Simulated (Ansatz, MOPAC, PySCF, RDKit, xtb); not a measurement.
Pair of molecules: SiH4 (SMILES [SiH4]) (first 5 atoms) with C2H6 (SMILES CC); geometry from B3LYP-D3(BJ)/def2-TZVP, rigid monomers moved along the line of their centres of mass till Si1···C7 is 4.32 Å.
(charge 0, multiplicity 1):
```
atom    x (Å)    y (Å)    z (Å)
----  -------  -------  -------
Si    -0.2623  -0.0583   0.2181
H     -0.0498   1.2741   0.8257
H     -1.6462  -0.5091   0.4846
H      0.6944  -1.0238   0.8031
H     -0.0438   0.0266  -1.2440
C      0.9503   0.2702   4.7224
C     -0.4974  -0.1696   4.5268
H      1.4465   0.4398   3.7651
H      1.5247  -0.4854   5.2618
H      1.0087   1.1993   5.2928
H     -1.0730   0.5857   3.9879
H     -0.9942  -0.3389   5.4841
H     -0.5569  -1.0996   3.9579
```

| level | interaction energy (meV) | cost |
|---|---|---|
| MMFF94 | -21.7 | - |
| UFF | -47.4 | - |
| PM7 | -14.4 | - |
| GFN2-xTB | -40.8 | - |
| PBE/def2-TZVPPD | -14.2 | ×1 |
| PBE-D3(BJ)/def2-TZVPPD | -46.5 | ×1 |
| PBE-D4/def2-TZVPPD | -46.1 | ×1 |
| r2SCAN/def2-TZVPPD | -16.2 | ×1 |
| r2SCAN-D4/def2-TZVPPD | -31.6 | ×1 |
| B3LYP/6-31G* | 11.3 | - |
| B3LYP/6-31G* (no counterpoise) | 0.7 | - |
| wB97X-V/def2-TZVPPD | -35.7 | ×3 |
| MP2/aug-cc-pV(D+d)Z | -29.7 | - |
| CCSD(T)/aug-cc-pV(D+d)Z | -31.0 | ×7 |

The rows run from -47.4 (UFF) to 11.3 meV (B3LYP/6-31G*). The dispersion term adds -32.3 in PBE-D3(BJ), -31.9 in PBE-D4, -15.4 in r2SCAN-D4. The 3 functionals in def2-TZVPPD without D3 or D4 span 21.4, from wB97X-V to PBE.

Counterpoise-corrected where a basis set is named; no monomer relaxation. Rows marked so take none. RDKit's UFF carries no charges.

Cores are frozen in the correlated methods. Rows in 6-31G* carry no dispersion term and start afresh at each structure (6-31G* with six Cartesian d functions). The state reached by PM7 isn't checked; PM7 holds dispersion and hydrogen-bond terms.

Run with Ansatz (an electronic-structure program) with Gaussian orbitals; MOPAC for PM7 (differences of heats of formation); PySCF for 6-31G* rows, the dispersion terms; RDKit for the force fields; xtb for the GFN methods. Values without a source in brackets are computed.

Costs are rough ratios of core time to PBE/def2-TZVPPD (about 10 s over the structures, on one shared machine); a dash marks a level with no comparable run of its own.
